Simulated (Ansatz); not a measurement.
Molecule: silylphosphine, SiPH5, charge 0, multiplicity 1. SMILES: [SiH3]P
Structure (B3LYP-D3(BJ)/def2-TZVP (Ansatz, a quantum-chemistry and plane-wave program) minimum search):
```xyz
7

Si    -1.0725     0.0867     0.2119
P      1.1233    -0.0680    -0.3324
H     -1.8171    -0.8926    -0.6134
H     -1.5318     1.4532    -0.1291
H     -1.3565    -0.1741     1.6427
H      1.3129    -1.2974     0.3513
H      1.5580     0.7172     0.7672
```

Wanted: atomisation energy, in kcal/mol. Terms: non-relativistic; spin-orbit terms left out; no dispersion term unless named; 6-31G* and kin with 6d, 5d where marked; UHF or UKS for open shells; frozen cores in correlated levels; atomisation electronic, to ground-state atoms. CBS marks a two-point X^-3 extrapolation of the correlation energy; Hartree-Fock from the larger set. The bracket is a focal-point correction in the basis named. First-principles rows: single points at B3LYP-D3(BJ) geometries (Ansatz).

```tsv
species	coefficient	E at B3LYP/6-31G* (Ansatz), Eh	E at PBE/def2-TZVPD (Ansatz), Eh
[SiH3]P (SiPH5)	-1	-633.84454	-633.53990
H atom	+5	-0.50027	-0.49962
P atom	+1	-341.25809	-341.10318
Si atom	+1	-289.37173	-289.22297
```

Coupled cluster (Ansatz) is a level with limits of its own, used here on species with T1 under 0.025 (0.045 for open shells) and stable references: RI-MP2/CBS(aug-cc-pV(T+d)Z,aug-cc-pV(Q+d)Z)+[CCSD(T)-MP2]/aug-cc-pV(T+d)Z. Value to compare with, RI-MP2/CBS(aug-cc-pV(T+d)Z,aug-cc-pV(Q+d)Z)+[CCSD(T)-MP2]/aug-cc-pV(T+d)Z (Ansatz): 458.3 kcal/mol. 1 Eh = 627.5095 kcal/mol.

### Question
Compute it at each level from the table, and compare with RI-MP2/CBS(aug-cc-pV(T+d)Z,aug-cc-pV(Q+d)Z)+[CCSD(T)-MP2]/aug-cc-pV(T+d)Z (Ansatz).

### Answer

- B3LYP/6-31G*: the sum of coefficient times E is 0.71337 Eh, or 447.65 kcal/mol. Result: 447.6 kcal/mol. Its difference against RI-MP2/CBS(aug-cc-pV(T+d)Z,aug-cc-pV(Q+d)Z)+[CCSD(T)-MP2]/aug-cc-pV(T+d)Z (Ansatz) is -10.7 kcal/mol.
- PBE/def2-TZVPD: the sum of coefficient times E is 0.71565 Eh, or 449.08 kcal/mol. Result: 449.1 kcal/mol. Its difference against RI-MP2/CBS(aug-cc-pV(T+d)Z,aug-cc-pV(Q+d)Z)+[CCSD(T)-MP2]/aug-cc-pV(T+d)Z (Ansatz) is -9.2 kcal/mol.
